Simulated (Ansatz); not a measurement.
Ideal-gas functions of C$_{2}$H$_{2}$F$_{2}$Si, SMILES `FC1=C(F)[SiH2]1` at 400 K and 1 bar, from an Ansatz frequency run at PBE0-D4/def2-TZVP.

Molar mass 92.12 g/mol, point group C2v (symmetry number 2), electronic degeneracy 1, moments of inertia 116.363, 121.754, 232.143 u Å². Harmonic wavenumbers (cm⁻¹, unscaled): 246, 252, 358, 485, 626, 653, 663, 704, 835, 993, 1057, 1289, 1812, 2226, 2231.

Use S(trans) = R[1.5 ln M + 2.5 ln T − 1.1517]; rotational temperatures θ = 24.2544 K / I; S(rot) = R[ln(√π/σ · √(T³/θAθBθC)) + 1.5]; for each mode x = 1.438777 ν̃/T, S = R[x/(eˣ − 1) − ln(1 − e⁻ˣ)] and H = RT x/(eˣ − 1); 1 cm⁻¹ = 0.0119627 kJ/mol; R = 8.31446 J/(mol·K).

By hand: the entropy, in J/(mol·K).

Translation 171.4. Rotation: θ = 0.2084, 0.1992, 0.1045 K, giving 108.8. Vibration, mode by mode: 9.60, 9.41, 6.76, 4.67, 3.13, 2.90, 2.82, 2.51, 1.73, 1.10, 0.91, 0.46, 0.09, 0.02, 0.02, in all 46.1. Electronic 0.0. Sum 326.3 J/(mol·K).

By hand: H − E and G − E in kJ/mol, counted from the electronic energy.

Zero-point energy ½ × 14430 × 0.0119627 = 86.3; thermal vibration 11.6; translation, rotation and pV give 4 RT = 13.3. H − E = 111.2 kJ/mol, and G − E = 111.2 − 400 × 326.3/1000 = -19.3 kJ/mol.

Vibration gives 14 % of the entropy.
